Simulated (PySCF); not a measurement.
# Working with the constants of CaO

RHF constants of CaO, ¹Σ⁺ (singlet), closed shell (basis Ca x2c-TZVPPall, O x2c-TZVPPall; spin-free X2C with a Gaussian nucleus; PySCF 2.14; masses 39.9626 and 15.9949 u):

* ωe: 816.3 cm⁻¹
* ωexe: 2.78 cm⁻¹
* Be: 0.44305 cm⁻¹
* αe: 0.00186 cm⁻¹
* D (centrifugal): 5.22e-07 cm⁻¹
* De to Ca + O: 0.142 eV

Question: Give the vibrational terms G(v) and spacings up to v = 6.

Answer: G(v) = ωe(v+½) − ωexe(v+½)².

```csv
v,G(v) (cm⁻¹),G(v) − G(v−1),Bv (cm⁻¹)
0,407.5,,0.4421
1,1218.2,810.7,0.4403
2,2023.4,805.2,0.4384
3,2823.0,799.6,0.4365
4,3617.1,794.1,0.4347
5,4405.6,788.5,0.4328
6,5188.5,782.9,0.4310
```

A state of this spin cannot dissociate to the ground-state fragments, so its own limit lies higher than the one that De refers to.

Where the molecule has an RHF reference, its open-shell atoms are computed with UHF. Hartree–Fock leaves out correlation, which carries a large part of most bond energies and some tenths to 1 eV of ionisation energies.
